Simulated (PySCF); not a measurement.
Species: C5H9NS (charge +1 and doublet state).
Cartesian coordinates in Å at the GFN2-xTB level; atoms count from 1:
```xyz
16
C5H9NS angstrom
C     -2.240    1.129    0.586
N     -1.262    0.136    0.418
C     -1.313   -1.121    0.565
C     -0.129   -1.879    0.275
C      0.955   -1.191   -0.133
S      0.817    0.512   -0.412
C      2.515    1.023    0.023
H     -2.271    1.749   -0.314
H     -1.962    1.775    1.422
H     -3.234    0.708    0.759
H     -2.203   -1.636    0.925
H     -0.116   -2.945    0.426
H      1.920   -1.643   -0.297
H      2.804    0.613    0.985
H      3.182    0.673   -0.761
H      2.529    2.108    0.056
```

The hyperfine couplings belong to this conformer and change with its torsions.

The species is `C/N=C/C=C\[S+]C` [radical] (charge +1).

The calculation used UKS B3LYP, pcH-1 on C H N S, non-relativistic, mean-field spin-orbit, GIAO in PySCF 2.14.0. Isolated species at its GFN2-xTB geometry (one conformer only). The geometry wasn't refined by DFT: couplings that depend on bond lengths, twists or pyramidal angles can differ widely from those at the functional's own minimum, by a factor of two or more for some ions and for spin on atoms past the first row. Stability of the SCF solution: not tested.

Break the g tensor into its mass correction, gauge correction and orbital-Zeeman/spin–orbit terms.

| Δg (ppt) | 1 | 2 | 3 |
| --- | --- | --- | --- |
| relativistic mass correction | -0.26 | -0.26 | -0.26 |
| gauge correction | 0.01 | 0.09 | 0.03 |
| orbital Zeeman/spin–orbit | 0.40 | 4.38 | 11.66 |
| total | 0.15 | 4.21 | 11.42 |

So g = 2.00247, 2.00653, 2.01374 and g_iso = 2.00758; the tensor is rhombic: the two nearest values differ by 36 % of g3 − g1. 

What effective moment and Curie constant follow for a powder?

With the mean of g² = 4.0304 and S(S+1) = 0.75: μ_eff = √(⟨g²⟩S(S+1)) = 1.739 μB and χT = 0.12505·⟨g²⟩·S(S+1) = 0.378 cm³ K/mol (cgs; spin-Hamiltonian part alone).

Average each term over the three axes. Which is largest in size?

The orbital-Zeeman/spin–orbit term 5.48, the mass correction -0.26 and the gauge correction 0.04 ppt, for a total of 5.26 ppt. The orbital-Zeeman/spin–orbit term is the largest in size. The mass correction is the same along every axis, so the anisotropy comes from the other two: their spans along these axes are 0.08 (gauge) and 11.26 ppt (orbital Zeeman/spin–orbit).

What are the electron Larmor frequencies g μB B/h along the three axes at 340 mT?

9.5292, 9.5485, 9.5828 GHz for g1, g2 and g3, a range of 53.7 MHz.

In a frozen sample, at which fields do the three g values resonate at 9.5, 34, 94 and 263 GHz (hyperfine left aside), and which band first spreads them over more than twice a line width of 1.0 mT?

| band | GHz | B(g3) mT | B(g2) mT | B(g1) mT | spread mT |
| --- | --- | --- | --- | --- | --- |
| X | 9.5 | 337.06 | 338.27 | 338.96 | 1.90 |
| Q | 34.0 | 1206.32 | 1210.66 | 1213.12 | 6.79 |
| W | 94.0 | 3335.13 | 3347.11 | 3353.91 | 18.78 |
| J | 263.0 | 9331.25 | 9364.80 | 9383.80 | 52.55 |

The spread grows in proportion to the frequency. Q band is the first where it exceeds 2.0 mT.

The Mulliken spin populations are largest on N2 (+0.43), S6 (+0.43), C4 (+0.15) and C5 (-0.10).

The HOMO–LUMO gaps are 4.49 eV among the α and 3.19 eV among the β orbitals.
